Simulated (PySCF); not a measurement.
C₂H₆BNO, SMILES O1CCB1N. Atoms are numbered in the order given.

```xyz
11

N      0.0487    -1.9220     0.0000
B      0.0432    -0.5246     0.0000
C      1.1012     0.6689     0.0000
C     -0.2197     1.4743     0.0000
O     -1.0728     0.2976     0.0000
H      0.8976    -2.4705     0.0000
H     -0.8055    -2.4670     0.0000
H      1.7248     0.7988    -0.8967
H      1.7248     0.7988     0.8967
H     -0.4021     2.0881    -0.8981
H     -0.4021     2.0881     0.8981
```

Geometry optimised at B3LYP-D3(BJ)/def2-SVP. This is a generated structure with no PubChem entry under its InChIKey; it may be hypothetical. One conformer was computed; it need not be the lowest.

All values below come from PySCF 2.14.0 with TDA-CAM-B3LYP/def2-SVPD.

Vertical excitations.  State labels are in the subgroup Cs.

| state | symmetry | energy (eV) | λ (nm) | f | main pairs |
|---|---|---|---|---|---|
| S1 | A" | 6.80 | 182 | 0.026 | HOMO→LUMO 90 % |
| S2 | A" | 7.89 | 157 | 0.000 | HOMO→LUMO+1 66 %, HOMO−3→LUMO 12 % |
| S3 | A' | 7.89 | 157 | 0.038 | HOMO−1→LUMO 91 % |
| S4 | A" | 8.36 | 148 | 0.000 | HOMO→LUMO+2 54 %, HOMO−1→LUMO+3 16 % |
| S5 | A" | 8.42 | 147 | 0.007 | HOMO−1→LUMO+3 54 %, HOMO−1→LUMO+5 16 %, HOMO→LUMO+2 13 %, HOMO→LUMO+6 11 % |
| S6 | A' | 8.51 | 146 | 0.172 | HOMO→LUMO+3 81 % |
| S7 | A' | 8.56 | 145 | 0.012 | HOMO−2→LUMO 75 %, HOMO−2→LUMO+1 12 % |
| S8 | A" | 8.59 | 144 | 0.016 | HOMO→LUMO+6 37 %, HOMO→LUMO+4 30 %, HOMO→LUMO+1 8 % |
| S9 | A' | 8.78 | 141 | 0.041 | HOMO−1→LUMO+1 87 % |
| S10 | A" | 8.80 | 141 | 0.029 | HOMO−3→LUMO 33 %, HOMO→LUMO+6 21 %, HOMO→LUMO+2 12 %, HOMO→LUMO+4 10 % |
| T1 | A" | 6.55 | 189 | 0 | HOMO→LUMO 83 % |
| T2 | A' | 7.04 | 176 | 0 | HOMO→LUMO+3 62 %, HOMO→LUMO+5 33 % |
| T3 | A" | 7.68 | 161 | 0 | HOMO→LUMO+1 40 %, HOMO−1→LUMO+3 24 %, HOMO−3→LUMO 9 %, HOMO→LUMO+4 7 % |
| T4 | A" | 7.70 | 161 | 0 | HOMO−1→LUMO+3 54 %, HOMO→LUMO+1 16 %, HOMO−1→LUMO+5 14 % |
Triplets are in the Tamm–Dancoff approximation.
